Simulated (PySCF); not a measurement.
**Deuteron quadrupole couplings in `c1ccc(C2CC2)pc1`**

Species: C₈H₉P.
Structure used (GFN2-xTB), in Å, numbered top down from 1:
```
atom  x, y, z in Å
C1     2.860   -0.111   -0.326
C2     2.268    1.003    0.246
C3     0.899    1.118    0.414
C4    -0.028    0.158    0.042
C5    -1.462    0.423    0.286
C6    -2.384   -0.709    0.658
C7    -2.496   -0.081   -0.688
P8     0.415   -1.364   -0.706
C9     2.136   -1.195   -0.774
H10    3.938   -0.131   -0.425
H11    2.898    1.818    0.574
H12    0.521    2.027    0.870
H13   -1.660    1.383    0.750
H14   -3.157   -0.519    1.387
H15   -1.948   -1.696    0.723
H16   -2.137   -0.638   -1.541
H17   -3.347    0.549   -0.898
H18    2.672   -2.028   -1.213
```

Level: PBE0/pcSseg-1 (PySCF, non-relativistic); Q(2H) = 0.00286 b; rigid geometry, the same for H and D, with no vibrational averaging.

Problem. Rank these positions by the coupling χzz of a deuteron there, largest first.
A. H17 (methylene hydrogen)
B. H16 (methylene hydrogen)
C. H13 (methine hydrogen)

Solution. A (223 kHz), B (218 kHz), C (213 kHz).

Problem. Tabulate Vzz, the asymmetry η and χzz = 234.96 MHz × Q × Vzz for every hydrogen position.

Solution. 
| atom | bonded to | bond length (Å) | Vzz (au) | η | χzz (kHz) |
| --- | --- | --- | --- | --- | --- |
| H10 | C1 | 1.083 | 0.3217 | 0.06 | 216 |
| H11 | C2 | 1.081 | 0.3242 | 0.06 | 218 |
| H12 | C3 | 1.084 | 0.3177 | 0.08 | 213 |
| H13 | C5 | 1.085 | 0.3171 | 0.11 | 213 |
| H14 | C6 | 1.080 | 0.3323 | 0.07 | 223 |
| H15 | C6 | 1.081 | 0.3242 | 0.08 | 218 |
| H16 | C7 | 1.081 | 0.3241 | 0.08 | 218 |
| H17 | C7 | 1.079 | 0.3324 | 0.07 | 223 |
| H18 | C9 | 1.084 | 0.3220 | 0.06 | 216 |

Problem. Give the 2H NMR doublet splittings at H10 for a magnetic field along the z, y and x axes of the gradient: 3χ/2, 3χ(1 + η)/4, 3χ(1 − η)/4.

Solution. With |χ| = 216.2 kHz and η = 0.065: 324, 173 and 152 kHz, to first order and without motion.

Isolated species at its GFN2-xTB geometry (one conformer only). GFN2-xTB bond lengths can be off by several hundredths of an ångström, more for odd bonds, and the gradients follow them. The basis is small and wasn't made for field gradients, so the couplings can be 20 % off.
